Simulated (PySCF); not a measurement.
# Structure from 2D NMR

Compound of formula C7H10N2Si. Correlations simulated from computed shifts and the bond graph:

HSQC (one-bond C–H):
```tsv
δH	δC
7.04	145.3
6.86	124.5
2.47	106.5
2.28	15.5
0.67	-3.7
```

COSY cross peaks (H two or three bonds apart, from the bond graph; peaks can be absent where the dihedral angle is near 90°):
```tsv
δH	δH
4.98	0.67
```

HMBC (two and three bonds, from the bond graph):
```tsv
δH	δC
7.04	151.0, 124.5
6.86	151.0, 145.3, 15.5
4.98	145.3, 124.5, 106.5, 87.9, -3.7
2.47	87.9
2.28	151.0, 124.5
0.67	87.9
```

Carbons without hydrogens: δ 151.0, 87.9.

- NMR shieldings at CAM-B3LYP/pcSseg-1/GIAO
- structure optimised with PBE0-D3(BJ)/def2-SVP
- program: PySCF 2.14.0 with density-fitted response routines
- one computed conformer, fast rotation and ring inversion assumed for equivalent nuclei, non-relativistic, in vacuum

Chemical shifts δ = σref − σ; TMS for ¹H (σref 31.33) and ¹³C (σref 182.45), all at this level.

Exchangeable hydrogens are left out of these lists.

Question: Which molecule is this?

Answer: SMILES C#C[Si@H](C)n1cnc(C)c1.

Structure with atom numbers: `[CH:1]#[C:2][Si@H:3]([CH3:4])[n:5]1[cH:6][n:7][c:8]([CH3:9])[cH:10]1`. Hydrogens are named by the atom that carries them.

- δC 151.0 is C8, a substituted aromatic carbon next to a ring nitrogen.
- δC 145.3 is C6, an aromatic CH between two ring heteroatoms (δH 7.04).
- δC 124.5 is C10, an aromatic CH next to a ring nitrogen (δH 6.86).
- δC 106.5 is C1, a terminal alkyne carbon (δH 2.47).
- δC 87.9 is C2, an alkyne carbon.
- δC 15.5 is C9, a methyl carbon on an aromatic ring (δH 2.28).
- δC -3.7 is C4, a methyl carbon bonded to Si (δH 0.67).
- HMBC from δH 7.04 reaches the proton-free carbon C8.
- HMBC from δH 6.86 reaches the proton-free carbon C8.
- HMBC from δH 4.98 reaches the proton-free carbon C2.
- HMBC from δH 2.47 reaches the proton-free carbon C2.
- COSY links 4.98–0.67.

The shifts were computed for this structure.

Shifts are as computed, not scaled to solution data. Of 1211 compounds with measured shifts, 218 miss one by over three times the rms of a fit or turn the order of signals round; such compounds aren't used in these exercises.
